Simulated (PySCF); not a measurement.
Cards and structures have been mixed up. Pair them.

Structures:
1. `CO[SiH2]OC(C)=O`
2. `CC(C)CP(C)c1ccccc1`
3. `C=CCC=O`
4. `[CH3][In]([CH3])[Cl]`
5. `[SiH3]C[BH-]1[NH2+][BH2-][NH2+]1`
6. `[O]=[Tc](=[O])(=[O])[F]`

Card P (geometry PBE0-D3(BJ)/def2-SVP):
- Rotational constants A, B, C: 4.330, 3.717, 3.715 GHz
- Static isotropic polarisability (wB97X-D/def2-SVPD): 44.3 au
- Lowest singlet excitation (TDDFT wB97X-D/def2-SVPD): 4.18 eV (296 nm, f = 0.001 summed over 2 states within 0.01 eV)
- Lowest triplet excitation (Tamm–Dancoff) (TDA wB97X-D/def2-SVPD): 3.77 eV
- HOMO energy (wB97X-D/def2-SVPD): -12.40 eV
- Point group: C3v

Card Q (geometry PBE0-D3(BJ)/def2-SVP):
* Rotational constants A, B, C: 7.249, 1.009, 0.905 GHz
* Static isotropic polarisability (CAM-B3LYP/def2-SVPD): 72.2 au
* 13C chemical shifts (computed TMS as zero) by class (GIAO KT3/pcSseg-1): 164.3 (1 C), 51.7 (1 C), 21.1 (1 C) ppm
* HOMO energy (CAM-B3LYP/def2-SVPD): -9.74 eV
* Lowest singlet excitation (TDDFT CAM-B3LYP/def2-SVPD): 5.88 eV (211 nm, f = 0.001)

Card R (geometry PBE0-D3(BJ)/def2-SVP):
* Rotational constants A, B, C: 3.833, 2.435, 1.518 GHz
* Static isotropic polarisability (PBE0/def2-SVPD): 77.4 au
* Vertical ionisation energy (ΔSCF PBE0/def2-SVPD): 9.53 eV
* Lowest triplet excitation (Tamm–Dancoff) (TDA PBE0/def2-SVPD): 4.83 eV
* Dipole moment (PBE0/def2-SVPD): 3.91 D
* Lowest singlet excitation (TDDFT PBE0/def2-SVPD): 5.03 eV (247 nm, f = 0.000)

Card S (geometry PBE0-D3(BJ)/def2-SVP):
* Rotational constants A, B, C: 1.078, 0.544, 0.469 GHz
* Static isotropic polarisability (CAM-B3LYP/def2-SVPD): 154.9 au
* Dipole moment (CAM-B3LYP/def2-SVPD): 1.27 D
* Point group: C1
* Lowest triplet excitation (Tamm–Dancoff) (TDA CAM-B3LYP/def2-SVPD): 4.02 eV
* Strongest line among the 10 lowest singlet transitions (TDDFT CAM-B3LYP/def2-SVPD): S8 at 6.90 eV (180 nm, f = 0.552)

Card T (geometry PBE0-D3(BJ)/def2-SVP):
- Rotational constants A, B, C: 13.634, 3.010, 2.633 GHz
- Static isotropic polarisability (PBE0/def2-SVPD): 53.1 au
- Vertical ionisation energy (ΔSCF PBE0/def2-SVPD): 9.55 eV
- 13C chemical shifts (computed TMS as zero) by class (GIAO CAM-B3LYP/pcSseg-2): 211.2 (1 C), 146.8 (1 C), 129.4 (1 C), 55.4 (1 C) ppm
- Dipole moment (PBE0/def2-SVPD): 2.73 D
- Point group: C1

Card U (geometry PBE0-D3(BJ)/def2-SVP):
- Rotational constants A, B, C: 6.212, 1.402, 1.247 GHz
- Static isotropic polarisability (wB97X-D/def2-SVPD): 87.1 au
- Strongest line among the 10 lowest singlet transitions (TDDFT wB97X-D/def2-SVPD): S2 at 7.78 eV (159 nm, f = 0.038)
- Vertical ionisation energy (ΔSCF wB97X-D/def2-SVPD): 9.92 eV
- Isotropic shieldings of nuclei other than C and H, by class (GIAO B97-2/pcSseg-1): 109 (1 B), 115 (1 B), 229 (2 N), 425 (1 Si) ppm
- HOMO energy (wB97X-D/def2-SVPD): -9.81 eV
- Lowest singlet excitation (TDDFT wB97X-D/def2-SVPD): 7.53 eV (165 nm, f = 0.019)

All species are isolated and taken at one optimised geometry (atoms past krypton carry core potentials, spin–orbit coupling is left out). Electronic properties by PySCF. NMR classes are plain means over equivalent atoms (diastereotopic ones count apart unless rotation or inversion swaps them), as if these changed places fast.

Problem. Which card belongs to which structure?

Solution. P = 6, Q = 1, R = 4, S = 2, T = 3, U = 5. What ties each card to its structure:
- 1 (card Q), C3H8O3Si, monoisotopic mass 120.0 u, 7 heavy atoms: 3 C in 3 classes; the least shielded carbon (164.3 ppm) is a carbonyl carbon; an asymmetric top with C = 0.905 GHz; polarisability 72.2 au for 64 electrons.
- 2 (card S), C11H17P, monoisotopic mass 180.1 u, 12 heavy atoms: an asymmetric top with C = 0.469 GHz, the lowest such constant on the cards; polarisability 154.9 au for 98 electrons; dipole 1.27 D.
- 3 (card T), C4H6O, monoisotopic mass 70.0 u, 5 heavy atoms: 4 C in 4 classes; the least shielded carbon (211.2 ppm) is an aldehyde carbon; an asymmetric top with C = 2.633 GHz; polarisability 53.1 au for 38 electrons; dipole 2.73 D.
- 4 (card R), C2H6ClIn, monoisotopic mass 179.9 u, 4 heavy atoms: an asymmetric top with C = 1.518 GHz; polarisability 77.4 au for 84 electrons; dipole 3.91 D.
- 5 (card U), CH12B2N2Si, monoisotopic mass 102.1 u, 6 heavy atoms: an asymmetric top with C = 1.247 GHz; polarisability 87.1 au for 56 electrons.
- 6 (card P), FO3Tc, monoisotopic mass 163.9 u, 5 heavy atoms: point group C3v; a prolate symmetric top (constants that symmetry makes equal differ by optimisation noise) with C = 3.715 GHz, the highest such constant on the cards; polarisability 44.3 au for 76 electrons.
